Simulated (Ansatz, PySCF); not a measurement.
Molecule: sum formula SiNH₄, charge 0, multiplicity 2. It need not be the lowest isomer of its formula. SMILES: [NH][SiH3]
Geometry: optimised at B3LYP-D3(BJ)/def2-TZVP (Ansatz, a quantum-chemistry and plane-wave program).

Quantity: atomisation energy (electronic, to ground-state atoms), in eV. Valence correlation only, unless marked. Open shells are spin-unrestricted. Spin-orbit coupling is left out. No relativistic terms. The coupled-cluster limit lacks core correlation, which all-electron functionals hold. CBS marks a two-point X^-3 extrapolation of the correlation energy; Hartree-Fock from the larger set. [CCSD(T)-MP2]/basis is that difference in the basis named.

```json
[
 {"level": "HF/aug-cc-pV(T+d)Z", "program": "Ansatz", "atomisation energy (eV)": "12.49", "minus last row": "-4.90"},
 {"level": "B3LYP-D3(BJ)/def2-TZVPD", "program": "Ansatz + dftd3", "atomisation energy (eV)": "17.60", "minus last row": "0.21"},
 {"level": "PBE0/6-31G*", "program": "Ansatz", "atomisation energy (eV)": "16.73", "minus last row": "-0.66"},
 {"level": "BHLYP-D3(BJ)/def2-TZVPD", "program": "Ansatz + dftd3", "atomisation energy (eV)": "17.23", "minus last row": "-0.16"},
 {"level": "TPSSh-D3(BJ)/def2-TZVPD", "program": "PySCF + dftd3", "atomisation energy (eV)": "17.84", "minus last row": "0.45"},
 {"level": "PW6B95-D4/def2-TZVPD", "program": "PySCF + dftd4", "atomisation energy (eV)": "17.39", "minus last row": "0.00"},
 {"level": "PW6B95/def2-TZVPD", "program": "PySCF", "atomisation energy (eV)": "17.32", "minus last row": "-0.07"},
 {"level": "wB97X/def2-TZVPD", "program": "Ansatz", "atomisation energy (eV)": "17.42", "minus last row": "0.03"},
 {"level": "MP2/STO-3G", "program": "Ansatz", "atomisation energy (eV)": "17.31", "minus last row": "-0.08"},
 {"level": "MP2/aug-cc-pV(D+d)Z", "program": "Ansatz", "atomisation energy (eV)": "15.71", "minus last row": "-1.68"},
 {"level": "RI-MP2/cc-pV(T+d)Z", "program": "Ansatz", "atomisation energy (eV)": "16.53", "minus last row": "-0.86"},
 {"level": "RI-MP2/cc-pV(Q+d)Z", "program": "Ansatz", "atomisation energy (eV)": "16.91", "minus last row": "-0.48"},
 {"level": "CCSD(T)/6-31G*", "program": "Ansatz", "atomisation energy (eV)": "14.74", "minus last row": "-2.65"},
 {"level": "RI-MP2/CBS(def2-TZVPPD,def2-QZVPPD)+[CCSD(T)-MP2]/def2-TZVPPD", "program": "Ansatz", "atomisation energy (eV)": "17.35", "minus last row": "-0.04"},
 {"level": "RI-MP2/CBS(aug-cc-pV(T+d)Z,aug-cc-pV(Q+d)Z)+[CCSD(T)-MP2]/aug-cc-pV(T+d)Z", "program": "Ansatz", "atomisation energy (eV)": "17.39", "minus last row": "0.00"}
]
```
